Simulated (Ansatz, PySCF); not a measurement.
Energy difference R1 + R2 → P1 + P2, each structure at its B3LYP-D3(BJ)/def2-TZVP stationary point, reached from a drawn start (curvature not checked).
R1, SiH4 (SMILES [SiH4]) (charge 0, multiplicity 1):
```xyz
5

Si     0.00000    -0.00002     0.00000
H     -0.16918     1.22342    -0.81594
H     -0.74394     0.14788     1.27117
H      1.43702    -0.20474     0.29024
H     -0.52390    -1.16663    -0.74546
```
P1: Si2H6 (SMILES [SiH3][SiH3]), charge 0, multiplicity 1.
R2: H3ISi (SMILES [SiH3]I), charge 0, multiplicity 1.
P2: HI (SMILES I), charge 0, multiplicity 1.

P less R. No zero-point or thermal terms; no spin–orbit coupling.

Cores are frozen in the correlated methods. In cc and def2 sets filled d and f shells under p-block atoms count as core.

The values were computed with Ansatz (Gaussian basis) for Hartree–Fock, density functionals and correlated methods; PySCF for the D3/D4 terms. Each number belongs to the level named beside it. Elements past Kr take the def2 small-core potentials, without spin–orbit coupling.

```json
[
 {"level": "HF/def2-TZVPP", "reaction energy (kcal/mol)": "22.85"},
 {"level": "PBE-D4/def2-TZVPP", "reaction energy (kcal/mol)": "16.23"},
 {"level": "BLYP/def2-TZVPP", "reaction energy (kcal/mol)": "17.93"},
 {"level": "BLYP-D4/def2-TZVPP", "reaction energy (kcal/mol)": "17.67"},
 {"level": "revPBE/def2-TZVPP", "reaction energy (kcal/mol)": "16.63"},
 {"level": "r2SCAN/def2-TZVPP", "reaction energy (kcal/mol)": "18.50"},
 {"level": "BHLYP-D3(BJ)/def2-TZVPP", "reaction energy (kcal/mol)": "20.60"},
 {"level": "CCSD/def2-QZVPP", "reaction energy (kcal/mol)": "…"},
 {"level": "CCSD(T)/def2-QZVPP", "reaction energy (kcal/mol)": "…"}
]
```

Problem. Fill in the missing entries.

Solution. 
- CCSD/def2-QZVPP, reaction energy (kcal/mol): 19.23
- CCSD(T)/def2-QZVPP, reaction energy (kcal/mol): 18.97

Ansatz is a program for electronic structure.
